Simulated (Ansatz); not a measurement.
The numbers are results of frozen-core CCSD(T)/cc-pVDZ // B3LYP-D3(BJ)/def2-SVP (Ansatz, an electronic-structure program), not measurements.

Ansatz 0.2 input:
```yaml
crystal:
  periodic: [false, false, false]
  atoms:
    - { symbol: C, position_ang: [0.873596, -2.047601, -1.852978] }
    - { symbol: C, position_ang: [-0.081799, -1.767398, -0.684946] }
    - { symbol: Si, position_ang: [0.0, 0.0, -0.000001] }
    - { symbol: C, position_ang: [-1.141302, 0.142578, 1.508852] }
    - { symbol: C, position_ang: [-2.631967, -0.064038, 1.207484] }
    - { symbol: C, position_ang: [-0.556685, 1.220291, -1.341838] }
    - { symbol: C, position_ang: [-0.632238, 2.684011, -0.886414] }
    - { symbol: C, position_ang: [1.779786, 0.404529, 0.51793] }
    - { symbol: C, position_ang: [2.390607, -0.572372, 1.531911] }
    - { symbol: H, position_ang: [0.674796, -1.380999, -2.708179] }
    - { symbol: H, position_ang: [1.925236, -1.892271, -1.560936] }
    - { symbol: H, position_ang: [0.787141, -3.083464, -2.220666] }
    - { symbol: H, position_ang: [-1.123636, -1.968998, -0.992242] }
    - { symbol: H, position_ang: [0.120798, -2.466965, 0.146127] }
    - { symbol: H, position_ang: [-0.981683, 1.135443, 1.966959] }
    - { symbol: H, position_ang: [-0.803857, -0.588459, 2.2653] }
    - { symbol: H, position_ang: [-3.254518, 0.022528, 2.113363] }
    - { symbol: H, position_ang: [-3.004683, 0.679397, 0.483778] }
    - { symbol: H, position_ang: [-2.823853, -1.059538, 0.774582] }
    - { symbol: H, position_ang: [-1.541446, 0.889714, -1.718783] }
    - { symbol: H, position_ang: [0.133498, 1.126514, -2.199363] }
    - { symbol: H, position_ang: [0.345331, 3.048892, -0.530791] }
    - { symbol: H, position_ang: [-0.954283, 3.355614, -1.699384] }
    - { symbol: H, position_ang: [-1.345731, 2.812406, -0.05587] }
    - { symbol: H, position_ang: [1.793994, 1.430944, 0.926303] }
    - { symbol: H, position_ang: [2.402331, 0.441806, -0.394303] }
    - { symbol: H, position_ang: [2.425176, -1.599533, 1.133028] }
    - { symbol: H, position_ang: [3.421659, -0.294677, 1.806688] }
    - { symbol: H, position_ang: [1.803724, -0.608355, 2.464391] }
basis:
  gaussian: { orbitals: cc-pVDZ }
correlation:
  method: ccsd_t
```

Output:

```
Functional definition: HF
2089 factors; integrals over basis functions are off by at most 8.6e-4 eV
mean field evaluation 1: about -16417.5060 eV, gradient 4.5e1 eV
mean field evaluation 2: about -16417.7991 eV, gradient 4.5e1 eV
mean field evaluation 4: about -16423.7237 eV, gradient 4.6e0 eV
mean field evaluation 8: about -16423.8003 eV, gradient 1.4e-1 eV
mean field evaluation 16: about -16423.5043 eV, gradient 4.3e-1 eV
mean field -16423.80033458 eV, -603.5635298443 hartree, gradient 5.5e-6 eV, S^2 0.000000; 0 other end points of the search recorded, 0 dependent functions left out
13 core orbitals not correlated
reference -16423.80033458 eV, -603.5635298443 hartree; 28, 28 occupied and 189, 189 virtual orbitals, 2089 factors
second order -34.63875949 eV of doubles, -0.00000000 eV of singles
cycle   1  -37.03730171 eV  change    -2.4e0 eV  update   1.2e-1
cycle   2  -38.02282200 eV  change   -9.9e-1 eV  update   3.4e-2
cycle   3  -38.14507930 eV  change   -1.2e-1 eV  update   1.1e-2
cycle   4  -38.14859026 eV  change   -3.5e-3 eV  update   3.0e-3
cycle   5  -38.14982991 eV  change   -1.2e-3 eV  update   8.7e-4
cycle   6  -38.14995141 eV  change   -1.2e-4 eV  update   2.4e-4
cycle   7  -38.14994925 eV  change    2.2e-6 eV  update   7.2e-5
cycle   8  -38.14996317 eV  change   -1.4e-5 eV  update   2.4e-5
perturbative correction -1.15547395 eV, -0.0424628844 hartree
Total energy: -16463.10577170 eV, -605.0079780160 hartree
```

Cost: very roughly 9 core-minutes.
